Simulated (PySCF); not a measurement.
# Working out the ionisation energy of Ir

Ir [Xe] 4f14 5d7 6s2 (4F) → Ir⁺ [Xe] 4f14 5d7 6s1 (5F). Computed with PySCF 2.14 in x2c-TZVPPall with one added diffuse shell each of s, p, d, f type (12s8p8d4f1g, 113 functions), with the spin-free X2C one-electron Hamiltonian (Gaussian nucleus). Frozen: [Xe] 4f14. Energies in hartree (1 hartree = 27.21139 eV):

```csv
part,Ir (lower),Ir⁺ (upper)
UHF,-17823.952054,-17823.692567
CCSD correlation,-0.229043,-0.172510
(T),-0.010160,-0.005370
```

Problem. What does Hartree-Fock give?

Solution. (-17823.692567) − (-17823.952054) = 0.259487 hartree = 7.061 eV.

Problem. What do CCSD and CCSD(T) give?

Solution. The CCSD correlation energies differ by 0.056533 hartree = 1.538 eV and the triples by 0.004790 hartree = 0.130 eV, so CCSD gives 8.599 eV and CCSD(T) 8.729 eV.

Measured between the centres of the two terms (NIST): 8.926 eV, so CCSD(T) (valence) is off by -0.197 eV.

What remains against the reference includes basis incompleteness, the frozen core and higher excitations.
